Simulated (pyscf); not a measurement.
Structures and frequencies: ωB97X-D3(BJ)/def2-SVP in PySCF. Correlated levels are frozen-core, on RHF or UHF. ΔMP2 is the change of the MP2 total energy from the triple- to the quadruple-zeta basis. Singlets are restricted, triplets unrestricted.

Singlet (Å):
```xyz
4

F      1.5631    -0.9105    -0.6757
Si     0.1382    -0.1343    -0.8486
Si    -0.1664     2.0199    -0.6561
H     -0.9116    -1.1444    -1.1590
```

Triplet (Å):
```xyz
4

F      1.6416     0.3278    -0.9500
Si     0.6059    -0.2419     0.1716
Si     1.0599    -0.5776     2.3316
H     -0.6508    -0.4592    -0.6073
```

**Question.** For these two minima of F–SiH=Si:, which spin state lies lower at CCSD(T)/def2-TZVPP + ΔMP2(QZVPP), and by how much (electronic energies)?

**Answer.** The singlet, by 0.03 eV, which is too close to call the ground state. ωB97X-D3(BJ), PBE, r²SCAN, B3LYP-D3(BJ), PBE0-D3(BJ), M06-2X, ωB97M-D3(BJ) put the other state lower. Zero-point energy shifts E(triplet) − E(singlet) by 0.00 eV. Other isomers of F–SiH=Si: [triplet] were not searched in full and may lie lower. 

E(triplet) − E(singlet) by level (eV):

```json
[
 {"level": "ωB97X-D3(BJ)/def2-TZVP", "gap": "-0.03"},
 {"level": "PBE/def2-TZVP", "gap": "-0.20"},
 {"level": "r²SCAN/def2-TZVP", "gap": "-0.33"},
 {"level": "B3LYP-D3(BJ)/def2-TZVP", "gap": "-0.09"},
 {"level": "PBE0-D3(BJ)/def2-TZVP", "gap": "-0.25"},
 {"level": "M06-2X/def2-TZVP", "gap": "-0.14"},
 {"level": "ωB97M-D3(BJ)/def2-TZVP", "gap": "-0.04"},
 {"level": "HF/def2-TZVP", "gap": "-0.65"},
 {"level": "MP2/def2-QZVPP", "gap": "-0.04"},
 {"level": "CCSD/def2-TZVPP", "gap": "-0.06"},
 {"level": "CCSD(T)/def2-TZVPP", "gap": "-0.01"},
 {"level": "CCSD(T)/def2-TZVPP + ΔMP2(QZVPP)", "gap": "+0.03"}
]
```

The triplet is the lowest one reached from the SCF start used. A restricted singlet here is unstable towards spin polarisation, as is usual where a triplet lies low; its energy is less safe. The CCSD(T) − MP2 part came from Ansatz, without density fitting, on the same reference.
